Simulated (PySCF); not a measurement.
TaH5, SMILES [TaH5] (connectivity only; charge and spin as stated), neutral, multiplicity 1. Atoms are numbered in the order given.

```xyz
6

Ta     0.0000     0.0000    -0.0193
H     -1.0955     1.0955     0.8038
H     -1.0955    -1.0955     0.8038
H      1.0955     1.0955     0.8038
H      1.0955    -1.0955     0.8038
H      0.0000     0.0000    -1.8093
```
Charge 0, spin multiplicity 1.

Geometry: PBE0-D3(BJ)/def2-TZVPD. The multiplicity is an assumed one; other spin states were not compared. The def2 effective core potentials stand for the cores of Ta; spin–orbit coupling is left out.

Calculation: PBE0-D3(BJ)/def2-TZVPD (PySCF).

Frequencies are harmonic and unscaled.

Modes within 1.5 cm⁻¹ of each other (mostly degenerate sets) share a row, with their intensities summed.

```tsv
mode	ν (cm⁻¹)	IR (km/mol)	Raman (Å⁴/amu)	depolarisation	moving atoms (share of kinetic energy)
1–2	209	72.8	2.0	0.75	H 99 %
3–4	755	115.1	56.4	0.75	H 99 %
5	791	0.0	11.2	0.75	H 100 %
6	816	0.0	9.8	0.75	H 100 %
7	877	1.6	37.7	0.65	H 99 %
8	1835	386.9	102.0	0.34	H 99 %
9	1865	0.0	103.3	0.75	H 100 %
10–11	1903	646.9	101.1	0.75	H 99 %
12	1954	49.6	416.7	0.01	H 100 %
```
